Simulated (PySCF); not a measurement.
Input file for PySCF: R-MP2/6-31G* on CH4S (SMILES CS).

```python
from pyscf import gto, scf, dft, mp
from pyscf.data.elements import chemcore

mol = gto.M(
    atom='''
    C     1.07491902    0.53177666    4.15623731
    S    -0.60889055   -0.16030162    4.09292931
    H     1.65645810    0.22860904    3.28814850
    H     0.95772261    1.61379355    4.13968382
    H     1.58434763    0.24575674    5.07370924
    H    -0.25692070   -1.45614970    4.09701372
    ''',
    basis='6-31g*',
    cart=True,
    charge=0, spin=0, verbose=3, max_memory=1800)
mf = scf.RHF(mol)
mf.conv_tol = 1e-8
mf.max_cycle = 100
mf.kernel()
if not mf.converged:
    mf = mf.newton().run(mf.mo_coeff, mf.mo_occ)
pt = mp.MP2(mf, frozen=chemcore(mol)).run()
```

It printed:

```
converged SCF energy = -437.700032519571
E(RMP2) = -437.95262007358  E_corr = -0.252587554009362
E(SCS-RMP2) = -437.954188178787  E_corr = -0.254155659216613
```

Self-consistency was reached.

Cost: very roughly 0.20 core-seconds.
